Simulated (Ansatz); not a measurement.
One change: `F[SiH](Br)N[SiH3]` becomes `C=C[SiH](F)Br`.

Ansatz, PBE0-D4/def2-TZVP geometries, multiplicity 1. Each molecule was computed in one conformer, which needn't be the lowest.

Scalar relativity is left out up to krypton.

```json
{"property": "HOMO energy (PBE/def2-TZVPP) / eV", "`F[SiH](Br)N[SiH3]`": "-6.85"}
{"property": "HOMO energy (B3LYP/def2-TZVPP) / eV", "`F[SiH](Br)N[SiH3]`": "-7.96"}
{"property": "HOMO–LUMO gap (PBE/def2-TZVPP) / eV", "`F[SiH](Br)N[SiH3]`": "5.95"}
{"property": "HOMO energy (ωB97M-V/def2-TZVPP) / eV", "`F[SiH](Br)N[SiH3]`": "-10.48"}
{"property": "size of the dipole moment (PBE/def2-TZVPP) / D", "`F[SiH](Br)N[SiH3]`": "1.80"}
{"property": "LUMO energy (PBE0/def2-TZVPP) / eV", "`F[SiH](Br)N[SiH3]`": "-0.06"}
```

Problem. What does the change do to each property? (Estimate.)

Solution. The calculation gave: 
```csv
property,`C=C[SiH](F)Br`,shift
HOMO energy (PBE/def2-TZVPP) / eV,-7.18,-0.33
HOMO energy (B3LYP/def2-TZVPP) / eV,-8.15,-0.19
HOMO–LUMO gap (PBE/def2-TZVPP) / eV,5.05,-0.90
HOMO energy (ωB97M-V/def2-TZVPP) / eV,-10.61,-0.13
size of the dipole moment (PBE/def2-TZVPP) / D,2.25,0.45
LUMO energy (PBE0/def2-TZVPP) / eV,-1.15,-1.09
```

With PBE0 the HOMO falls by 0.20 eV and the LUMO falls by 1.09 eV, so the gap narrows by about 0.89 eV. PBE moves the HOMO by -0.33 eV and ωB97M-V by -0.13 eV. Dipoles are sizes alone; their direction can turn.

B3LYP here is the variant with VWN-RPA as its local correlation; programs differ in this.

Spin–orbit coupling is left out; it splits and shifts lone-pair levels of the heavy atoms by tenths of an eV.
